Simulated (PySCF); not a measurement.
A calculated (LDA, PySCF 2.14, cc-pVDZ-X2C, the spin-free X2C one-electron Hamiltonian (Gaussian nucleus)) atom or ion has these occupied shells.

```
shell  electrons  orbital energy (eV)  rms radius, mean of both spins (bohr)
 1s α          1             -55281.7                                 0.0236
 1s β          1             -55281.6                                 0.0236
 2s α          1              -9249.2                                 0.0953
 2s β          1              -9249.1                                 0.0953
 2p α          3              -8217.8                                 0.0858
 2p β          3              -8217.7                                 0.0858
 3s α          1              -2066.9                                  0.246
 3s β          1              -2065.6                                  0.246
 3p α          3              -1750.0                                  0.246
 3p β          3              -1748.8                                  0.246
 3d α          5              -1337.7                                  0.225
 3d β          5              -1336.7                                  0.225
 4s α          1              -408.01                                  0.552
 4s β          1              -405.37                                  0.552
 4p α          3              -303.12                                  0.587
 4p β          3              -300.51                                  0.587
 4d α          5              -159.20                                  0.644
 4d β          5              -156.65                                  0.644
 5s α          1              -50.658                                   1.36
 5s β          1              -49.421                                   1.36
 5p α          3              -26.307                                   1.63
 5p β          3              -25.414                                   1.63
 6s α          1               -4.010                                   4.28
 6s β          1               -3.928                                   4.28
 4f α          7               -3.803                                   1.01
 4f β          4               -1.772                                   1.01
```

(1) Name the element and its charge.

Results:

(1) Ho (holmium, neutral), in [Xe] 4f11 6s2, one real determinant.
